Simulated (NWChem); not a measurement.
Molecule: GeSiH$_{4}$F$_{2}$; SMILES F[SiH](F)[GeH3]

**Question.** Give the equilibrium geometry at PBE-D3(BJ)/def2-SVP (NWChem) as an XYZ file, with the point group.

**Answer.** point group Cs; any orientation.
```
8

Si     0.0027    -1.0296    -0.3843
F      1.2735    -1.7080     0.3885
F     -1.3542    -1.6832     0.2515
Ge     0.0013     1.3120     0.0541
H      0.0739    -1.4381    -1.8246
H     -1.2167     1.9802    -0.6345
H      1.3006     1.9562    -0.4945
H     -0.0813     1.5614     1.5805
```
